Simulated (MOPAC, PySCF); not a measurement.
C₂HNO, SMILES `C(C#N)=O`, neutral singlet in the gas phase. 

Cartesian coordinates (Å):
SMILES: N#CC=O
```xyz
5

N      2.0038    -0.0543     0.0212
C      0.8625    -0.0016    -0.1157
C     -0.5935     0.0133    -0.3030
O     -1.2529     1.0019    -0.1478
H     -1.0199    -0.9594    -0.5967
```
Charge 0, spin multiplicity 1.

All levels are single points at this geometry (B3LYP-D3(BJ)/def2-TZVP); Pople sets use spherical d functions. Orbital energies aren't observables, and empty levels follow the basis.

M06-2X/def2-TZVP in PySCF gives dipole (D) = 2.51.

### Question
Estimate the dipole (D) from each of these levels: PBE-D3(BJ)/def2-TZVP in PySCF; HF/3-21G in PySCF; HF/6-31G* in PySCF; PM3 in MOPAC; PM7 in MOPAC.

### Answer

| level | dipole (D) |
|---|---|
| PBE-D3(BJ)/def2-TZVP in PySCF | 2.30 |
| HF/3-21G in PySCF | 2.59 |
| HF/6-31G* in PySCF | 2.71 |
| PM3 in MOPAC | 2.39 |
| PM7 in MOPAC | 2.60 |
